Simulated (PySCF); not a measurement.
An unknown is described by computed data only.

Formula: C3H10OSi.

| Property | Result |
| --- | --- |
| 1H NMR | chemical shifts (computed TMS as zero) by class: 0.42 (1 H), 0.04 (9 H) ppm [GIAO B3LYP/pcSseg-1] |
| Triplet | lowest triplet excitation (Tamm–Dancoff): 6.96 eV [TDA CAM-B3LYP/def2-SVPD] |
| UV, first state | lowest singlet excitation: 7.21 eV (172 nm, f = 0.047) [TDDFT CAM-B3LYP/def2-SVPD] |
| 13C NMR | chemical shifts (computed TMS as zero) by class: 1.0 (3 C) ppm [GIAO B3LYP/pcSseg-1] |
| Valence photoelectron | vertical ionisation energy: 10.26 eV [ΔSCF CAM-B3LYP/def2-SVPD] |
| XPS | Si2p3/2 106.5, C1s 290.0 (×3), O1s 538.0, Si1s 1846.4 eV [ΔSCF SCAN, pcX-2 on the ionised atom, pcseg-1 elsewhere, spin-free X2C, 2p3/2 from a spin–orbit splitting computed afterwards within the 2p shell] |
| Rotational structure | rotational constants A, B, C: 3.342, 3.297, 3.119 GHz [PBE0-D3(BJ)/def2-SVP] |
| Polarisability | 67.1 au [CAM-B3LYP/def2-SVPD] |
| NMR, other nuclei | isotropic shieldings of nuclei other than C and H, by class: 286 (1 O), 319 (1 Si) ppm [GIAO B3LYP/pcSseg-1] |

Gas-phase values; electronic properties from PySCF, density fitting. Levels stand in brackets. Geometry: PBE0-D3(BJ)/def2-SVP; no solvent, vibrations or thermal averaging. Each NMR value is the plain mean over a class of atoms that symmetry, rotation or inversion makes alike.

**Question.** Give a SMILES that accounts for the data.

**Answer.** 3 carbons fall into 1 class: carbon bonded to Si and 3 H (1.0 ppm, 3 C, up to 2.7 ppm apart in this geometry). Hydrogen classes from least to most shielded: 1 H on an oxygen bonded to Si and H (0.42 ppm), 9 H on 3 like atoms (carbon bonded to Si and 3 H) (0.04 ppm, a mean of values up to 0.6 ppm apart in this geometry). The other shieldings belong to: 286 ppm, oxygen bonded to Si and H; 319 ppm, silicon bonded to 3 C and O. The core levels belong to: Si2p3/2 106.5 eV, silicon bonded to 3 C and O; C1s 290.0 eV, carbon bonded to Si and 3 H; O1s 538.0 eV, oxygen bonded to Si and H; Si1s 1846.4 eV, silicon bonded to 3 C and O. One atom of each topological class was ionised and stands for its class. By its constants the optimised geometry is a nearly oblate symmetric top. Structure: Si(OH)Me3, `C[Si](C)(C)O`. Computed isomers that give other values at the same levels: `CC(C)O[SiH3]` (core binding energies: Si2p3/2 107.3, C1s 290.6 (×2), C1s 292.3, O1s 537.7, Si1s 1847.2 eV); `COC[SiH2]C` (rotational constant A: 8.077 GHz; this holds for the one conformer computed); `CCO[SiH2]C` (rotational constant A: 11.454 GHz; this holds for the one conformer computed). The assignments are read from this structure; whether some other isomer fits the data as well wasn't checked.
